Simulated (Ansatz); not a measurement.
CH4ClFOSi (`FC(Cl)O[SiH3]`). The species carries charge 0 and has multiplicity 1.

Cartesian coordinates in Å:
```
F 0.307 0.116 -1.845
C 1.081 0.302 -0.744
Cl 2.001 -1.221 -0.482
O 0.336 0.636 0.318
Si -1.092 -0.092 0.810
H 1.817 1.076 -0.959
H -0.948 -1.566 0.817
H -1.305 0.437 2.173
H -2.198 0.313 -0.089
```

**Question.** List the harmonic frequencies (cm⁻¹, unscaled) at PBE0-D4/def2-TZVP in Ansatz. (Estimate.)

**Answer.** Ansatz gave: 43, 91, 154, 362, 401, 603, 694, 728, 760, 790, 943, 954, 957, 1071, 1246, 1315, 1380, 2256, 2264, 2277, 3142.

**Question.** Is this a minimum?

**Answer.** Yes, all 21 modes are real.

**Question.** Give the ideal-gas thermochemistry at 298.15 K and 1 bar (rigid rotor, harmonic oscillator; point group C1, symmetry number 1).

**Answer.** Zero-point energy 134.2 kJ/mol; H(298) − E = 153.6 kJ/mol; entropy 346.9 J/(mol·K), of which translation 168.0, rotation 114.3, vibration 64.6; G(298) − E = 50.2 kJ/mol. Modes under 100 cm⁻¹ are hindered rotations or soft bends, so the harmonic entropy is rough.

**Question.** Rotational constants (cm⁻¹)?

**Answer.** 0.1703, 0.06717, 0.05611.
